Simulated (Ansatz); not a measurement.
`CC(C)[O][GaH2]` and `CC(C)CF` differ in one atom or group.

Ansatz, PBE0-D4/def2-TZVP geometries, multiplicity 1. Each molecule was computed in one conformer, which needn't be the lowest.

Scalar relativity is left out up to krypton.

```tsv
property	`CC(C)[O][GaH2]`
ideal-gas entropy at 298 K and 1 bar (rigid rotor, harmonic PBE0-D4/def2-TZVP) / J/(mol·K)	358
HOMO energy (ωB97M-V/def2-TZVPP) / eV	-10.02
HOMO–LUMO gap (PBE/def2-TZVPP) / eV	4.38
LUMO energy (B3LYP/def2-TZVPP) / eV	-1.43
LUMO energy (PBE/def2-TZVPP) / eV	-1.94
HOMO–LUMO gap (ωB97M-V/def2-TZVPP) / eV	10.55
```

(1) What does the change do to each property? (An estimate is asked.)

Answers

(1) The calculation gave: 
| property | `CC(C)CF` | shift |
| --- | --- | --- |
| ideal-gas entropy at 298 K and 1 bar (rigid rotor, harmonic PBE0-D4/def2-TZVP) / J/(mol·K) | 322 | -36 |
| HOMO energy (ωB97M-V/def2-TZVPP) / eV | -11.42 | -1.40 |
| HOMO–LUMO gap (PBE/def2-TZVPP) / eV | 7.78 | 3.40 |
| LUMO energy (B3LYP/def2-TZVPP) / eV | 0.76 | 2.19 |
| LUMO energy (PBE/def2-TZVPP) / eV | 0.30 | 2.24 |
| HOMO–LUMO gap (ωB97M-V/def2-TZVPP) / eV | 13.96 | 3.41 |

With PBE0 the HOMO falls by 1.34 eV and the LUMO rises by 2.25 eV, so the gap widens by about 3.59 eV. PBE moves the HOMO by -1.16 eV and ωB97M-V by -1.40 eV.

Positive LUMOs are unbound, so they and the gaps depend on the basis.

B3LYP here is the variant with VWN-RPA as its local correlation; programs differ in this.
